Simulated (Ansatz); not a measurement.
The same ligand exchange along the group B, Al, Ga, In.

Program: Ansatz. Geometries: PBE0-D4/def2-TZVP. ΔE: electronic, gas phase. CCSD(T)/CBS adds triple-zeta CCSD(T) − MP2 to the extrapolated MP2 energy (def2 sets, frozen cores). This one scheme is used for every species. Elements past krypton have def2 core potentials. For Ga, In outer-core shells are correlated without core-valence functions, which leaves a few kJ/mol of doubt a bond. Scalar relativity is left out up to krypton. Each species was taken in one conformer, which may not be the lowest.

```json
{"reaction": "`FB(Cl)O[SiH3]` + H–F → `FB(F)O[SiH3]` + HCl", "MP2/CBS(def2) (kJ/mol)": "-54", "HF/CBS(def2) (kJ/mol)": "-82", "CCSD(T)/CBS(def2) (kJ/mol)": "-60"}
{"reaction": "`[F][Al]([Cl])[O][SiH3]` + H–F → `[F][Al]([F])[O][SiH3]` + HCl", "MP2/CBS(def2) (kJ/mol)": "-16", "HF/CBS(def2) (kJ/mol)": "-25", "CCSD(T)/CBS(def2) (kJ/mol)": "-19"}
{"reaction": "`[F][Ga]([Cl])[O][SiH3]` + H–F → `[F][Ga]([F])[O][SiH3]` + HCl", "MP2/CBS(def2) (kJ/mol)": "44", "HF/CBS(def2) (kJ/mol)": "32", "CCSD(T)/CBS(def2) (kJ/mol)": "41"}
{"reaction": "`[F][In]([Cl])[O][SiH3]` + H–F → `[F][In]([F])[O][SiH3]` + HCl", "MP2/CBS(def2) (kJ/mol)": "72", "HF/CBS(def2) (kJ/mol)": "68", "CCSD(T)/CBS(def2) (kJ/mol)": "68"}
```

Largest T1 diagnostic: 0.017, for `[F][In]([F])[O][SiH3]`.
